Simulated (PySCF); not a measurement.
## UHF on Sn²⁺ (tin, charge +2)

Configuration: [Kr] 4d10 5s2, closed-shell 1S. Calculation: PySCF 2.14, in cc-pVTZ-PP with ECP28MDF (5s4p3d1f, 39 functions); a scalar-relativistic core potential.

```json
{
  "Total energy": "-212.583272 hartree",
  "One-electron energy": "-362.4853 hartree",
  "Hartree (Coulomb) energy": "166.5909 hartree",
  "Exchange energy": "-16.6889 hartree",
  "⟨S²⟩": "0.0000",
  "⟨L²⟩": "0.000",
  "Sum of ⟨r⟩": "22.51 bohr",
  "Sum of ⟨r²⟩": "32.36 bohr²",
  "Time after the integrals": "0.08 s of wall time on 1 thread of Neoverse-V2 (shared host)"
}
```

```csv
shell,electrons,mean orbital energy (hartree),"rms radius, mean of both spins (bohr)"
4s,2,-6.49883,0.879
4p,6,-4.68333,0.953
4d,10,-1.94676,1.17
5s,2,-1.05798,2.42
```

Energies and moments cover only the electrons outside the core potential.
